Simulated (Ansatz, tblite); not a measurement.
Cost and result up the ladder for `FC(F)(F)c1cnc(-c2cnc(-c3cnc(-c4cnc(C(F)(F)F)nc4)nc3)nc2)nc1` (40 atoms). The state is a singlet with charge 0. Geometry: r2SCAN-D4/def2-SVP.

Ansatz on 8 threads of Arm Neoverse V1 on a shared host; xTB runs through tblite on one thread. Times are rough, summed over both states, and most runs start from the orbitals of an earlier one. CAM-B3LYP-D4/def2-SVP serves as the yardstick here, not as an exact answer. The other state is a doublet.

The xTB rows come from tblite. Single mean-field runs in def2-SVP are fitted with def2-universal-jkfit.

Raw xTB energies of ions are shifted by several eV.

```
                              level  functions  wall time  vertical IE (eV)  difference from CAM-B3LYP-D4/def2-SVP (eV)
                           GFN2-xTB        136     0.12 s             12.64                                        3.65
                           GFN1-xTB        144     0.13 s             13.66                                        4.66
      PBE-D4/def2-SVP (with forces)        488       39 s              7.80                                       -1.19
CAM-B3LYP-D4/def2-SVP (with forces)        488    4.4 min              8.99                                        0.00
```
